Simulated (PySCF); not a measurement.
silacyclobutane (C3H8Si), SMILES C1C[SiH2]C1.

Coordinates come from a B3LYP-D3(BJ)/def2-SVP optimisation.

Two levels are set side by side: PBE/def2-TZVP (PySCF) and CAM-B3LYP/def2-TZVP (PySCF). Same geometry, gas phase. Differences are taken from unrounded values.

```tsv
quantity	CAM-B3LYP
orbital gap (eV)	10.48
highest occupied level (eV)	-9.19
lowest empty level (eV)	1.28
dipole moment (D)	0.40
mean polarisability (bohr³)	60.6
```

What does PBE give, and how far is it from CAM-B3LYP? (An estimate is asked for; the answer gives what the named calculation found.)


| quantity | PBE | PBE minus CAM-B3LYP |
|---|---|---|
| orbital gap (eV) | 6.17 | -4.31 |
| highest occupied level (eV) | -6.61 | 2.59 |
| lowest empty level (eV) | -0.44 | -1.73 |
| dipole moment (D) | 0.56 | 0.16 |
| mean polarisability (bohr³) | 63.1 | 2.5 |

PBE's occupied levels lie high since its potential decays too fast outside the molecule; exact exchange lowers them and widens the gap. PBE's more diffuse valence density responds more strongly to a field. Differences between two approximate levels are no errors against the true value.

Rough cost on one machine, each run with all the roots and properties that it gave: CAM-B3LYP against PBE within a factor of 2.
